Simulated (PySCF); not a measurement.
## Atomic charges against the basis set

C3H6BF.
Cartesian coordinates in Å at the PBE0-D3(BJ)/def2-SVP level; atoms count from 1:
```
atom  x, y, z in Å
F1     2.6125   -0.3923    1.0886
B2     1.6413   -0.3911    0.1859
C3     0.2165    0.0446    0.5581
C4    -0.9335   -0.6556   -0.1543
C5    -0.6058    0.7373   -0.5212
H6     1.9314   -0.7496   -0.9385
H7     0.0206    0.3614    1.5876
H8    -1.8299   -0.8447    0.4416
H9    -0.6854   -1.4547   -0.8587
H10   -0.1243    0.9234   -1.4854
H11   -1.2699    1.5388   -0.1883
```

PBE0 throughout (PySCF), one geometry, spherical d and f functions. Isolated species at its PBE0-D3(BJ)/def2-SVP geometry (one conformer only). Atoms taken as equivalent share a column and are averaged. The first 7 of 8 kinds of atom are listed.

Mulliken charges (e):

```json
{"basis": "STO-3G", "functions": "31", "F1": "-0.095", "B2": "+0.260", "C3": "-0.207", "C4/C5": "-0.166", "H6": "-0.068", "H7": "+0.080", "H8/H11": "+0.090"}
{"basis": "6-31G", "functions": "57", "F1": "-0.305", "B2": "+0.521", "C3": "-0.402", "C4/C5": "-0.345", "H6": "-0.075", "H7": "+0.191", "H8/H11": "+0.191"}
{"basis": "pcSseg-0", "functions": "57", "F1": "-0.315", "B2": "+0.707", "C3": "-0.782", "C4/C5": "-0.447", "H6": "-0.037", "H7": "+0.270", "H8/H11": "+0.264"}
{"basis": "6-31G*", "functions": "82", "F1": "-0.254", "B2": "+0.420", "C3": "-0.319", "C4/C5": "-0.368", "H6": "-0.071", "H7": "+0.186", "H8/H11": "+0.194"}
{"basis": "cc-pVDZ", "functions": "100", "F1": "-0.090", "B2": "+0.198", "C3": "-0.132", "C4/C5": "-0.065", "H6": "-0.101", "H7": "+0.025", "H8/H11": "+0.058"}
{"basis": "def2-SVP", "functions": "100", "F1": "-0.108", "B2": "+0.215", "C3": "-0.198", "C4/C5": "-0.088", "H6": "-0.093", "H7": "+0.069", "H8/H11": "+0.072"}
{"basis": "aug-cc-pVDZ", "functions": "169", "F1": "-0.500", "B2": "-0.106", "C3": "+0.655", "C4/C5": "+0.913", "H6": "+0.504", "H7": "-0.570", "H8/H11": "-0.448"}
{"basis": "6-311+G(2d,p)", "functions": "171", "F1": "-0.334", "B2": "+0.400", "C3": "-0.142", "C4/C5": "-0.258", "H6": "-0.002", "H7": "+0.105", "H8/H11": "+0.124"}
{"basis": "def2-TZVP", "functions": "191", "F1": "-0.234", "B2": "+0.272", "C3": "-0.220", "C4/C5": "-0.214", "H6": "-0.022", "H7": "+0.117", "H8/H11": "+0.130"}
{"basis": "cc-pVTZ", "functions": "234", "F1": "-0.192", "B2": "+0.199", "C3": "-0.101", "C4/C5": "-0.214", "H6": "-0.047", "H7": "+0.108", "H8/H11": "+0.117"}
{"basis": "IGLO-III", "functions": "235", "F1": "-0.351", "B2": "+0.546", "C3": "-0.241", "C4/C5": "-0.225", "H6": "-0.095", "H7": "+0.113", "H8/H11": "+0.122"}
```

IAO charges (e):

| basis | functions | F1 | B2 | C3 | C4/C5 | H6 | H7 | H8/H11 |
| --- | --- | --- | --- | --- | --- | --- | --- | --- |
| STO-3G | 31 | -0.135 | +0.262 | -0.295 | -0.253 | -0.020 | +0.136 | +0.141 |
| 6-31G | 57 | -0.291 | +0.380 | -0.311 | -0.273 | -0.017 | +0.157 | +0.159 |
| pcSseg-0 | 57 | -0.274 | +0.371 | -0.318 | -0.270 | -0.021 | +0.159 | +0.159 |
| 6-31G* | 82 | -0.298 | +0.412 | -0.312 | -0.259 | -0.031 | +0.150 | +0.152 |
| cc-pVDZ | 100 | -0.295 | +0.398 | -0.310 | -0.261 | -0.026 | +0.152 | +0.154 |
| def2-SVP | 100 | -0.293 | +0.400 | -0.307 | -0.252 | -0.030 | +0.149 | +0.149 |
| aug-cc-pVDZ | 169 | -0.306 | +0.406 | -0.315 | -0.269 | -0.024 | +0.156 | +0.158 |
| 6-311+G(2d,p) | 171 | -0.308 | +0.411 | -0.318 | -0.270 | -0.025 | +0.157 | +0.159 |
| def2-TZVP | 191 | -0.309 | +0.415 | -0.319 | -0.270 | -0.026 | +0.157 | +0.158 |
| cc-pVTZ | 234 | -0.308 | +0.414 | -0.319 | -0.270 | -0.027 | +0.157 | +0.159 |
| IGLO-III | 235 | -0.310 | +0.414 | -0.319 | -0.271 | -0.025 | +0.157 | +0.159 |

Hirshfeld charges (e):

| basis | functions | F1 | B2 | C3 | C4/C5 | H6 | H7 | H8/H11 |
| --- | --- | --- | --- | --- | --- | --- | --- | --- |
| STO-3G | 31 | -0.031 | +0.163 | -0.094 | -0.035 | -0.087 | +0.018 | +0.026 |
| 6-31G | 57 | -0.131 | +0.202 | -0.115 | -0.067 | -0.065 | +0.046 | +0.051 |
| pcSseg-0 | 57 | -0.122 | +0.206 | -0.116 | -0.064 | -0.070 | +0.042 | +0.049 |
| 6-31G* | 82 | -0.124 | +0.203 | -0.115 | -0.069 | -0.068 | +0.046 | +0.050 |
| cc-pVDZ | 100 | -0.118 | +0.200 | -0.121 | -0.070 | -0.068 | +0.047 | +0.052 |
| def2-SVP | 100 | -0.124 | +0.208 | -0.123 | -0.071 | -0.068 | +0.047 | +0.052 |
| aug-cc-pVDZ | 169 | -0.140 | +0.222 | -0.132 | -0.082 | -0.059 | +0.052 | +0.057 |
| 6-311+G(2d,p) | 171 | -0.147 | +0.228 | -0.131 | -0.078 | -0.060 | +0.051 | +0.055 |
| def2-TZVP | 191 | -0.142 | +0.223 | -0.129 | -0.079 | -0.061 | +0.051 | +0.056 |
| cc-pVTZ | 234 | -0.137 | +0.219 | -0.127 | -0.078 | -0.063 | +0.050 | +0.055 |
| IGLO-III | 235 | -0.143 | +0.225 | -0.131 | -0.082 | -0.059 | +0.051 | +0.057 |

ESP-fitted charges (e):

```json
{"basis": "STO-3G", "functions": "31", "F1": "-0.114", "B2": "+0.322", "C3": "-0.172", "C4/C5": "-0.243", "H6": "-0.108", "H7": "+0.097", "H8/H11": "+0.123"}
{"basis": "6-31G", "functions": "57", "F1": "-0.314", "B2": "+0.540", "C3": "-0.281", "C4/C5": "-0.297", "H6": "-0.123", "H7": "+0.158", "H8/H11": "+0.166"}
{"basis": "pcSseg-0", "functions": "57", "F1": "-0.309", "B2": "+0.589", "C3": "-0.353", "C4/C5": "-0.336", "H6": "-0.134", "H7": "+0.184", "H8/H11": "+0.186"}
{"basis": "6-31G*", "functions": "82", "F1": "-0.227", "B2": "+0.402", "C3": "-0.209", "C4/C5": "-0.312", "H6": "-0.105", "H7": "+0.136", "H8/H11": "+0.165"}
{"basis": "cc-pVDZ", "functions": "100", "F1": "-0.232", "B2": "+0.373", "C3": "-0.177", "C4/C5": "-0.280", "H6": "-0.089", "H7": "+0.122", "H8/H11": "+0.150"}
{"basis": "def2-SVP", "functions": "100", "F1": "-0.245", "B2": "+0.408", "C3": "-0.202", "C4/C5": "-0.274", "H6": "-0.097", "H7": "+0.128", "H8/H11": "+0.149"}
{"basis": "aug-cc-pVDZ", "functions": "169", "F1": "-0.264", "B2": "+0.434", "C3": "-0.218", "C4/C5": "-0.296", "H6": "-0.098", "H7": "+0.139", "H8/H11": "+0.159"}
{"basis": "6-311+G(2d,p)", "functions": "171", "F1": "-0.275", "B2": "+0.451", "C3": "-0.229", "C4/C5": "-0.304", "H6": "-0.098", "H7": "+0.145", "H8/H11": "+0.163"}
{"basis": "def2-TZVP", "functions": "191", "F1": "-0.268", "B2": "+0.445", "C3": "-0.223", "C4/C5": "-0.302", "H6": "-0.100", "H7": "+0.142", "H8/H11": "+0.162"}
{"basis": "cc-pVTZ", "functions": "234", "F1": "-0.262", "B2": "+0.440", "C3": "-0.220", "C4/C5": "-0.295", "H6": "-0.102", "H7": "+0.138", "H8/H11": "+0.159"}
{"basis": "IGLO-III", "functions": "235", "F1": "-0.269", "B2": "+0.443", "C3": "-0.215", "C4/C5": "-0.296", "H6": "-0.100", "H7": "+0.137", "H8/H11": "+0.159"}
```

**Question.** Which scheme is steadiest as the basis changes?

**Answer.** Largest range over the bases for any column: Hirshfeld 0.12 e, IAO 0.17 e, ESP-fitted 0.27 e, Mulliken 1.44 e. Hirshfeld charges move least and Mulliken charges most, counted in e. Without the minimal STO-3G basis the ranges are Hirshfeld 0.03, IAO 0.04, ESP-fitted 0.22, Mulliken 1.44 e.

**Question.** How much do the charges still move between the two largest bases, cc-pVTZ and IGLO-III?

**Answer.** At most, over all atoms: Mulliken 0.347 e, IAO 0.002 e, Hirshfeld 0.006 e, ESP-fitted 0.007 e.

**Question.** What do the same runs give for the total energy, the frontier levels and the dipole moment?

**Answer.** 
| basis | energy (Eh) | HOMO (eV) | LUMO (eV) | μ (D) |
| --- | --- | --- | --- | --- |
| STO-3G | -239.2366 | -5.91 | 2.89 | 0.59 |
| 6-31G | -242.3084 | -8.48 | -0.12 | 2.00 |
| pcSseg-0 | -241.8238 | -8.83 | -0.34 | 1.83 |
| 6-31G* | -242.3667 | -8.31 | 0.11 | 1.62 |
| cc-pVDZ | -242.3827 | -8.46 | -0.20 | 1.69 |
| def2-SVP | -242.1950 | -8.55 | -0.23 | 1.70 |
| aug-cc-pVDZ | -242.3969 | -8.58 | -0.53 | 1.80 |
| 6-311+G(2d,p) | -242.4449 | -8.62 | -0.51 | 1.83 |
| def2-TZVP | -242.4672 | -8.58 | -0.38 | 1.78 |
| cc-pVTZ | -242.4596 | -8.57 | -0.34 | 1.76 |
| IGLO-III | -242.4731 | -8.60 | -0.46 | 1.80 |

The dipole is fixed by the density alone, so its range of 1.41 D shows that the density itself changes with the basis, not only its division among atoms.
